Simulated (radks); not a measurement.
Results of a calculation; reference values are marked as such.
Ionisation of the potassium ion K3+, [Ne] 3s2 3p4, to K4+, [Ne] 3s2 3p3, under several functionals. Scalar-relativistic Kohn-Sham, spin-polarised, spherical densities, point nucleus; open shells are filled with parallel spins first; a radial shooting solver on a logarithmic mesh with Libxc functionals.

functional         E(K3+) (hartree)  Exc (hartree)  IE (eV)  -e(HOMO) (eV)  <r> HOMO (bohr)  IE error (eV)
XLYP                     -599.47027      -32.60609   60.749         53.100            1.305         -0.168
AM05                     -597.70741      -30.80170   60.657         53.126            1.302         -0.260
exchange-only PBE        -598.45435      -31.57044   59.130         51.706            1.310         -1.787
PBEsol                   -598.28847      -31.39758   60.623         53.105            1.301         -0.294
revPBE                   -599.20532      -32.33952   60.589         53.098            1.302         -0.328

NIST Atomic Spectra Database: 60.92 eV (semi-empirical). Closest: XLYP. The Delta-SCF values span 1.62 eV, the total energies 1.76 hartree. The highest occupied level is 3p. Open shells are spherical and high-spin; term and fine-structure splittings are not resolved.
